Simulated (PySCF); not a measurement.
# IO: one state, many levels of theory

State: ²Π (doublet), unpaired electrons π ↑. Set-up: basis I cc-pVDZ-PP with ECP28, O cc-pVDZ; scalar-relativistic core potentials; PySCF 2.14. De refers to I + O in their high-spin ground configurations, without counterpoise correction. The functionals are run spin-unrestricted. A positive dipole means I(−)O(+). Levels whose curve was spin-contaminated or gave no clean fit are not listed.

| Level | Re (Å) | ωe (cm⁻¹) | De (eV) | μ (D) |
| --- | --- | --- | --- | --- |
| UHF-CCSD | 1.975 | 587 | 1.35 | n/a |
| UHF-CCSD(T) | 1.981 | 572 | 1.51 | n/a |
| LDA | 1.920 | 680 | 3.59 | -2.55 |
| PBE | 1.951 | 635 | 2.78 | -2.42 |
| PBEsol | 1.935 | 659 | 3.07 | -2.46 |
| r²SCAN | 1.946 | 634 | 2.30 | -2.30 |
| PBE0 | 1.937 | 638 | 2.07 | -2.28 |
| MN15 | 1.931 | 633 | 1.99 | -2.39 |

(1) Which functional lies closest to UHF-CCSD(T) in De, which farthest, and by how much do they differ from it?

(2) What does a quarter of exact exchange do here, going from PBE to PBE0?

(3) What does the gradient correction do here, going from LDA to PBE?

Correlated steps freeze 5 core orbitals. Correlated levels converge slowly with the basis: in double zeta they bind strong bonds too weakly, by up to about 1 eV, and carry superposition errors of some tenths. These are scalar-relativistic numbers at best; spin–orbit coupling would shift them, the dissociation energy most. Counting both spins, an empty level lies below a filled one in some of these solutions, because spin and occupation are held. The state was picked by a PBE0 search and need not be the measured ground state.

Answers

(1) Closest is MN15 (-5.0 pm in Re, +10.7 % in ωe, +0.48 eV in De against UHF-CCSD(T) in the same basis), farthest LDA (-6.1 pm in Re, +18.9 % in ωe, +2.08 eV in De). CCSD(T) converges more slowly with the basis than the functionals do and binds too weakly in this one, so the order can change at the basis-set limit.

(2) PBE0 less PBE: -1.4 pm in Re, +0.5 % in ωe, -0.71 eV in De. Exact exchange removes part of the self-interaction that spreads semilocal densities, and in most molecules shortens and stiffens the bond and lowers De; so it does here.

(3) PBE less LDA: +3.1 pm in Re, -6.6 % in ωe, -0.81 eV in De. The gradient correction favours the more uneven density of free atoms, so it tends to lengthen bonds and takes away much of the overbinding of LDA; so it does here.
